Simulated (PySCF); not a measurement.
**Gas-phase XPS of Ge(tBu)H3, computed**

Ge(tBu)H3, C₄H₁₂Ge.
Bonds: Ge1–C2, C2–C3, C2–C4, C2–C5. Hydrogens: H15, H16, H17 on Ge1; H6, H7, H8 on C3; H9, H10, H11 on C4; H12, H13, H14 on C5.

Level of theory: delta-SCF UKS SCAN, pcX-2 on the ionised atom, pcseg-1 elsewhere, spin-free X2C in PySCF. These are vertical core ionisation energies against the vacuum level, from separate self-consistent calculations with and without the core hole.

Q: List the computed XPS lines with their assignment.

A: 
```tsv
atom(s)	bonded to	level	binding energy (eV)	above the level's lowest (eV)	count
C2	3 C and Ge	C 1s	290.28	0.00	1
C3/C4/C5	C and 3 H	C 1s	290.47	+0.19	3
```

The 2 C 1s values lie within 0.19 eV of each other; Gaussian lines of 0.5 eV full width would blend them into one maximum.

Q: Which photon energy gives electrons from C 1s of C2 a kinetic energy of 200 eV, and what is their de Broglie wavelength?

A: hν = 290.28 + 200 = 490.28 eV, recoil neglected; λ = 12.264 Å/√(E/eV) = 0.87 Å.

Q: Which photon wavelength matches the C 1s of C2 threshold?

A: λ = hc/E = 12398.42 eV Å / 290.28 eV = 42.712 Å.

Atoms equivalent by their bonding share one computed value, that of the first of them. No level of germanium is listed. Geometry: PBE0-D3(BJ)/def2-SVP; no solvent, vibrations or thermal averaging.
